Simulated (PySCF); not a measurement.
scandium atom (Sc), doublet; PySCF with PBE0/def2-SV(P).

The PySCF input:
```python
from pyscf import gto, scf, dft

mol = gto.M(
    atom='''
Sc    0.00000000    0.00000000    0.00000000
''',
    basis='def2-sv(p)',
    spin=1,
    verbose=4,
)

mf = dft.UKS(mol)
mf.xc = 'pbe0'
mf.kernel()
```

Output, abridged:

```
PySCF version 2.14.0

[INPUT] verbose = 4
[INPUT] num. atoms = 1
[INPUT] num. electrons = 21
[INPUT] charge = 0
[INPUT] spin (= nelec alpha-beta = 2S) = 1
[INPUT] symmetry False subgroup None
[INPUT] Mole.unit = angstrom
[INPUT] Symbol           X                Y                Z      unit          X                Y                Z       unit  Magmom
[INPUT]  1 Sc     0.000000000000   0.000000000000   0.000000000000 AA    0.000000000000   0.000000000000   0.000000000000 Bohr   0.0

nuclear repulsion = 0
number of shells = 10
number of NR pGTOs = 66
number of NR cGTOs = 24
basis = def2-sv(p)
ecp = {}

******** <class 'pyscf.dft.uks.UKS'> ********
method = UKS
initial guess = minao
damping factor = 0
level_shift factor = 0
DIIS = <class 'pyscf.scf.diis.CDIIS'>
diis_start_cycle = 1
diis_space = 8
diis_damp = 0
SCF conv_tol = 1e-09
SCF conv_tol_grad = None
SCF max_cycles = 50
direct_scf = True
direct_scf_tol = 1e-13
number electrons alpha = 11  beta = 10
XC library pyscf.dft.libxc version 7.1.2
    S. Lehtola, C. Steigemann, M. J. T. Oliveira, and M. A. L. Marques,  SoftwareX 7, 1–5 (2018)
XC functionals = pbe0
    C. Adamo and V. Barone,  J. Chem. Phys. 110, 6158 (1999)
    M. Ernzerhof and G. E. Scuseria,  J. Chem. Phys. 110, 5029 (1999)
radial grids:
    Treutler-Ahlrichs [JCP 102, 346 (1995); DOI:10.1063/1.469408] (M4) radial grids

becke partition: Becke, JCP 88, 2547 (1988); DOI:10.1063/1.454033
pruning grids: <function nwchem_prune>
grids dens level: 3
symmetrized grids: False
atomic radii adjust function: <function treutler_atomic_radii_adjust>
small_rho_cutoff = 0
Set gradient conv threshold to 3.16228e-05
tot grids = 20640
init E= -760.052106432077

cycle= 1 E= -759.690337760175  delta_E= 0.362  |g|= 0.621  |ddm|= 2.19
cycle= 2 E= -759.572281466697  delta_E= 0.118  |g|= 0.839  |ddm|= 8.47
cycle= 3 E= -760.28218800029  delta_E= -0.71  |g|= 0.196  |ddm|= 8.17
cycle= 4 E= -760.314174688266  delta_E= -0.032  |g|= 0.0645  |ddm|= 0.471
cycle= 5 E= -760.31982691326  delta_E= -0.00565  |g|= 0.00613  |ddm|= 0.47
cycle= 6 E= -760.319895637576  delta_E= -6.87e-05  |g|= 0.0026  |ddm|= 0.0197
cycle= 7 E= -760.319943123555  delta_E= -4.75e-05  |g|= 0.00135  |ddm|= 0.0235
cycle= 8 E= -760.320020746363  delta_E= -7.76e-05  |g|= 0.000613  |ddm|= 0.066
cycle= 9 E= -760.320026197591  delta_E= -5.45e-06  |g|= 0.000283  |ddm|= 0.013
cycle= 10 E= -760.320028296346  delta_E= -2.1e-06  |g|= 0.000176  |ddm|= 0.00955
cycle= 11 E= -760.320028854954  delta_E= -5.59e-07  |g|= 0.000157  |ddm|= 0.00248
cycle= 12 E= -760.320030657262  delta_E= -1.8e-06  |g|= 7.85e-05  |ddm|= 0.0113
cycle= 13 E= -760.320030908579  delta_E= -2.51e-07  |g|= 1.33e-05  |ddm|= 0.00536
cycle= 14 E= -760.320030911859  delta_E= -3.28e-09  |g|= 8.45e-06  |ddm|= 0.000495
cycle= 15 E= -760.320030912671  delta_E= -8.12e-10  |g|= 8.19e-06  |ddm|= 6.11e-05
Extra cycle  E= -760.320030913442  delta_E= -7.71e-10  |g|= 8.06e-06  |ddm|= 5.61e-05
converged SCF energy = -760.320030913442  <S^2> = 0.81793145  2S+1 = 2.0668154
```
